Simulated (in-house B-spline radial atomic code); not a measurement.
Results of a calculation; reference values are marked as such.
Building a PAW s channel for P, r_c = 1.98 bohr

P, [Ne] 3s2 3p3, non-relativistic LDA (VWN5), spherical and spin-unpolarised, from an all-electron radial atomic-structure program (B-spline basis) (atomic units; all potentials screened as in the neutral atom).

Two all-electron partial waves φ1, φ2 are integrated outwards at E1 = ε(3s) = -0.512363 and E2 = E1 + 1 hartree; φ1 is the bound orbital and φ2 has unit norm inside r_c = 1.9845 bohr. Smooth partners are polynomials, r^1(a0 + a1 r² + a2 r⁴ + a3 r⁶), matched to φ and three derivatives at r_c, with no condition on the norm. The local potential is -4.57509 + (2.51603) r² + (-0.614315) r⁴ + (0.0568539) r⁶ inside 1.6248 bohr and the all-electron one outside.

| wave | φ(r_c) | φ'(r_c) | a0 | a1 | a2 | a3 |
| --- | --- | --- | --- | --- | --- | --- |
| 1 | 0.7170346 | -0.2989978 | 0.857561 | -0.169886 | 0.01157649 | -0.0001102206 |
| 2 | 0.1143837 | -2.053264 | 1.986325 | -0.7501462 | 0.07595713 | -0.002495939 |

Inside r_c the overlaps are <φi φj> = [[0.60390, 0.71903], [0.71903, 1.00000]] and, for the smooth waves, [[0.77504, 1.07924], [1.07924, 1.75518]]. With χj = (Ej − T − V_local) applied to smooth wave j, the program's quadrature gives the matrix B_ij = <smooth i, χj> as [[0.73442, 1.73979], [1.37958, 3.30629]].

**Question.** Check the match of the first wave, and find the augmentation charges q_ij.

**Answer.** At r_c the four terms are 1.70183, -1.32773, 0.35631, -0.01336, which sum to 0.7170, φ1(r_c) to rounding. q_ij is the all-electron overlap less the smooth one: [[-0.17114, -0.36021], [-0.36021, -0.75518]]. The smooth first wave has a norm of 0.7750 inside r_c against 0.6039, so q11 is negative and must stay small enough for the overlap operator to be positive.

**Question.** B isn't symmetric. Show that D_ij = B_ij + Ej q_ij is.

**Answer.** Integrating by parts gives B12 − B21 = (E1 − E2) q12: 1.73979 − (1.37958) = 0.36021, and −1 × (-0.36021) = 0.36021. So D12 = 1.73979 + (0.487637)(-0.36021) = 1.56414 and D21 = 1.37958 + (-0.512363)(-0.36021) = 1.56414; D11 = 0.82211, D22 = 2.93804. The projectors, p = (B⁻¹)ᵀ χ, are dual to the smooth waves; det B = 0.028.

Solving (T + V_local + Σ p D p) ψ = E (1 + Σ p q p) ψ in a sphere of 9 bohr gives these levels:

```csv
all-electron,one projector,two projectors
-0.512362,-0.512362,-0.512362
0.022174,0.020463,0.022173
0.308788,0.300946,0.308787
0.757507,0.724472,0.757500
1.354300,1.234460,1.354090
```

**Question.** What does the second projector gain?

**Answer.** With one projector the errors are 0.00, -1.71, -7.84, -33.04, -119.84 millihartree. With two the errors are 0.00, 0.00, 0.00, -0.01, -0.21 millihartree. The scattering is exact at E1 and at E2 = 0.488, and over all levels compared the largest error is 0.21 millihartree. The lowest eigenvalue of the overlap operator is 0.5833 with one and 0.1767 with two projectors. The smooth orbital alone needs a cutoff of 2.42 hartree for 1 millihartree of kinetic energy, against 13.7 for a norm-conserving Troullier-Martins orbital of the same radius; part of the gain comes from giving up the norm, part from the simpler form.
